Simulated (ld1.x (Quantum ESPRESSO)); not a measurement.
**What one change does to a pseudopotential (B (Z = 5), TM)**

| Property | Result |
| --- | --- |
| Element | B |
| Generator | ld1.x (Quantum ESPRESSO) 7.5 |
| Type | norm-conserving Troullier–Martins (Kleinman–Bylander form) |
| Functional | BLYP |
| Relativity | scalar-relativistic |
| Frozen core | [He] |
| Valence charge | 3 |
| Reference configuration | 2s1 2p2 |
| Partial waves | 2s (bound): rc 1.35 bohr; 2p (bound): rc 3.40 bohr; 3d channel at 0.35 Ry: rc 3.20 bohr |
| Local potential | all-electron potential smoothed inside 1.15 bohr (lloc = -2) |
| Core correction | a·sin(br)/r model core inside 1.30 bohr |

All-electron outer shells of the reference configuration (BLYP, scalar-relativistic, ld1.x):

| shell | level (eV) | outermost node (bohr) | outermost maximum (bohr) |
| --- | --- | --- | --- |
| 1s | -182.13 | – | 0.21 |
| 2s | -9.77 | 0.46 | 1.50 |
| 2p | -3.97 | – | 1.53 |

Change: core correction a·sin(br)/r model core inside 1.02 bohr.

Cutoffs: the cutoffs (Ry, on a coarse ladder) from which the occupation-weighted sum of valence levels, in a spherical-Bessel basis at the reference potential, stays within 10 and 1 mRy of its value at 400 Ry; they do not see the model core or the augmentation charge, which bear on the density cutoff. Errors are all-electron minus pseudo energies relative to the spin-unpolarised reference configuration.

**Question.** How do hardness, ghosts and transferability respond?

**Answer.** The potential gets neither clearly harder nor softer (18 Ry and 45 Ry → 18 Ry and 45 Ry); the errors of the 7 common tests hardly move; neither file shows a bound ghost. A model core, the more so a compact one, raises the density cutoff, which this test does not measure.

```tsv
quantity	base	changed
cutoff, loose	18 Ry	18 Ry
cutoff, tight	45 Ry	45 Ry
bound ghosts	none	none
error for 2s2 2p1, meV [ΔE -5.78 eV]	-20	-22
error for 2s2 2p0, meV [ΔE 2.39 eV]	+243	+243
error for 2s1 2p0, meV [ΔE 27.74 eV]	+775	+799
error for 2s2 2p0.5, meV [ΔE -2.93 eV]	+50	+48
error for 2s0 2p3, meV [ΔE 5.81 eV]	-19	-19
error for 2s1 2p1, meV [ΔE 8.44 eV]	+75	+78
error for 2s2 2p1.3, meV [ΔE -6.50 eV]	-35	-37
s: phases at 3.70 bohr within 0.05 rad from the reference energy up to (Ry; the scan ends near 5)	3.4	3.4
p: phases at 3.70 bohr within 0.05 rad from the reference energy up to (Ry; the scan ends near 5)	0.5	0.5
d: phases at 3.70 bohr within 0.05 rad from the reference energy up to (Ry; the scan ends near 5)	2.6	2.6
```
